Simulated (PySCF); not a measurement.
Molfile (atoms numbered from 1):
```
C5H16Si2
     RDKit          3D

 23 22  0  0  0  0  0  0  0  0999 V2000
   -1.7878   -0.9810   -1.2081 C   0  0  0  0  0  0  0  0  0  0  0  0
   -1.2733    0.4056   -0.8401 C   0  0  0  0  0  0  0  0  0  0  0  0
   -0.0630    0.4429    0.1266 C   0  0  0  0  0  0  0  0  0  0  0  0
   -0.5231   -0.3876    1.7802 Si  0  0  0  0  0  4  0  0  0  0  0  0
    0.2915    2.2831    0.4613 Si  0  0  0  0  0  4  0  0  0  0  0  0
    1.1652   -0.2413   -0.5126 C   0  0  0  0  0  0  0  0  0  0  0  0
    2.4497   -0.2129    0.3039 C   0  0  0  0  0  0  0  0  0  0  0  0
   -2.1122   -1.5469   -0.3201 H   0  0  0  0  0  0  0  0  0  0  0  0
   -2.6562   -0.9035   -1.8797 H   0  0  0  0  0  0  0  0  0  0  0  0
   -1.0272   -1.5833   -1.7250 H   0  0  0  0  0  0  0  0  0  0  0  0
   -0.9949    0.9375   -1.7695 H   0  0  0  0  0  0  0  0  0  0  0  0
   -2.1050    0.9847   -0.4035 H   0  0  0  0  0  0  0  0  0  0  0  0
   -1.9411   -0.0541    2.1237 H   0  0  0  0  0  0  0  0  0  0  0  0
    0.3460    0.0803    2.9036 H   0  0  0  0  0  0  0  0  0  0  0  0
   -0.3866   -1.8764    1.6891 H   0  0  0  0  0  0  0  0  0  0  0  0
    0.7872    2.9224   -0.8004 H   0  0  0  0  0  0  0  0  0  0  0  0
    1.3041    2.5091    1.5369 H   0  0  0  0  0  0  0  0  0  0  0  0
   -0.9773    2.9606    0.8747 H   0  0  0  0  0  0  0  0  0  0  0  0
    0.9151   -1.2941   -0.7302 H   0  0  0  0  0  0  0  0  0  0  0  0
    1.3500    0.2279   -1.4972 H   0  0  0  0  0  0  0  0  0  0  0  0
    2.3186   -0.6814    1.2930 H   0  0  0  0  0  0  0  0  0  0  0  0
    2.8126    0.8123    0.4752 H   0  0  0  0  0  0  0  0  0  0  0  0
    3.2505   -0.7627   -0.2127 H   0  0  0  0  0  0  0  0  0  0  0  0
  1  2  1  0
  2  3  1  0
  3  4  1  0
  3  5  1  0
  3  6  1  0
  6  7  1  0
  1  8  1  0
  1  9  1  0
  1 10  1  0
  2 11  1  0
  2 12  1  0
  4 13  1  0
  4 14  1  0
  4 15  1  0
  5 16  1  0
  5 17  1  0
  5 18  1  0
  6 19  1  0
  6 20  1  0
  7 21  1  0
  7 22  1  0
  7 23  1  0
M  END
```

Geometry: PBE0-D3(BJ)/def2-SVP; GIAO shifts from PySCF 2.14, gas phase, non-relativistic, averaged over equivalent atoms.

At HF/pcSseg-1 (213 basis functions, 60 s wall time on 1 thread of an Intel Xeon, shared host):
| atoms | δ (ppm) |
| --- | --- |
| C2/C6 | 26.7 |
| C1/C7 | 12.8 |
| C3 | 2.6 |
| Si4/Si5 | -44.4 |
| H13/H14/H15/H16/H17/H18 | 3.60 |
| H11/H12/H19/H20 | 1.17 |
| H8/H9/H10/H21/H22/H23 | 1.01 |

Shifts are taken against calculated references (same method and geometry level): ¹³C (σ = 190.85 ppm), ²⁹Si (σ = 393.43 ppm), ¹H (σ = 31.69 ppm) vs TMS.

**Question.** Predict the values at PBE0/pcSseg-1 on the same geometry.

**Answer.** 
| atoms | δ at PBE0/pcSseg-1 | change |
| --- | --- | --- |
| C2/C6 | 32.5 | +5.8 |
| C1/C7 | 13.5 | +0.7 |
| C3 | 13.0 | +10.4 |
| Si4/Si5 | -52.7 | -8.3 |
| H13/H14/H15/H16/H17/H18 | 3.90 | +0.30 |
| H11/H12/H19/H20 | 1.49 | +0.32 |
| H8/H9/H10/H21/H22/H23 | 1.03 | +0.02 |

Referencing at the same level of theory: ¹³C (σ = 184.41 ppm), ²⁹Si (σ = 351.99 ppm), ¹H (σ = 31.27 ppm) vs TMS.

The largest change is at C3 (fully substituted sp3 carbon bonded to 2 Si). Cost: 213 basis functions, 2.2 min wall time on 1 thread of an Intel Xeon, shared host. The order of the carbon signals is the same at both levels.
